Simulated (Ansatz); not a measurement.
`COB(F)S` + CH₄ → `COB(C)S` + H–F  (formal exchange of groups at a B–F bond)

Gas-phase electronic energies from Ansatz, PBE0-D4/def2-TZVP geometries. CBS: MP2 limit from def2 TZ/QZ plus the TZ coupled-cluster correction, frozen cores. This one scheme is used for every species. DFT in def2-TZVPP. B3LYP here is the variant with VWN-RPA as its local correlation; programs differ in this. One conformer a species, not always the lowest.

| level | ΔE (kJ/mol) | difference from CCSD(T)/CBS |
| --- | --- | --- |
| PBE-D4 | 127.0 | 1.2 |
| r2SCAN-D4 | 138.0 | 12.2 |
| PBE0-D4 | 128.3 | 2.5 |
| ωB97M-V | 135.0 | 9.2 |
| PBE | 132.3 | 6.5 |
| r2SCAN | 139.4 | 13.6 |
| PBE0 | 133.0 | 7.2 |
| B3LYP | 146.8 | 21.0 |
| HF/def2-TZVPP | 159.8 | 34.0 |
| CCSD(T)/def2-TZVPP | 130.9 | 5.1 |
| CCSD(T)/CBS | 125.8 | 0 |

Largest T1 diagnostic among the species: 0.012.

In def2-TZVPP, CCSD(T) changes the Hartree–Fock value by −29.0 kJ/mol (the triples alone add −3.4 kJ/mol) and MP2 by −33.2 kJ/mol. The D4 term adds −8.5 kJ/mol with B3LYP and −4.6 kJ/mol with PBE0; it sums over pairs of atoms, weighted by their polarisabilities, and B3LYP, whose exchange is more repulsive, gets the larger term.
